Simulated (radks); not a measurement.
Problem. The mean radii <r> (bohr) of the occupied orbitals of an atom or ion are listed with their occupations. All-electron calculation, scalar-relativistic Kohn-Sham, LB94 model potential, spin-polarised, spherical densities, finite nucleus; Fermi nuclear charge, rms radius of each element as measured or else 0.836 A^(1/3) + 0.57 fm. Program: a radial shooting solver on a logarithmic mesh with Libxc functionals.

| orbital | occ. | <r> |
|---|---|---|
| 1s down | 1 | 0.01830 |
| 1s up | 1 | 0.01830 |
| 2s up | 1 | 0.07602 |
| 2s down | 1 | 0.07605 |
| 2p up | 3 | 0.06766 |
| 2p down | 2 | 0.06768 |

Name the element and its charge. Open shells, if any, are filled with parallel spins first.

Solution. Z = 74, tungsten, charge +65: W65+ in [He] 2s2 2p5. The 1s radius gives Z: for a bare nucleus <r> = (2 gamma + 1)/(2Z) with gamma = sqrt(1 - (Z/c)^2), 0.01813 bohr for Z = 74, and screening makes it slightly larger (0.01830 here). The occupations add up to 9, and the charge is Z minus that.
